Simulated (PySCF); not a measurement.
B3LYP has the VWN-RPA correlation part, as in Gaussian. Excitations are Tamm–Dancoff values on a coarser integration grid. The basis has no diffuse functions, so Rydberg states are missing or too high.

Z-matrix (Å, degrees):
```
Si
O 1 1.6349
H 2 0.9587 1 118.36
H 1 1.4752 2 106.31 3 174.58
H 1 1.4817 4 112.27 2 -123.28
I 1 2.4460 4 108.65 5 -116.62
```
Charge 0, spin multiplicity 1.

Q: Estimate the S1 excitation (TDA), S1 oscillator strength, LUMO, S1–T1 gap (TDA), HOMO, HOMO–LUMO gap, T1 excitation (TDA) and dipole moment that B3LYP-D3(BJ)/def2-TZVP // PBE0-D4/def2-TZVP run with PySCF returns for this input.

A: 
```
Property                  Result
----------------------  --------
S1 excitation (TDA)      5.86 eV
S1 oscillator strength     0.014
LUMO                    -0.52 eV
S1–T1 gap (TDA)          0.46 eV
HOMO                    -7.44 eV
HOMO–LUMO gap            6.92 eV
T1 excitation (TDA)      5.40 eV
dipole moment             1.34 D
```
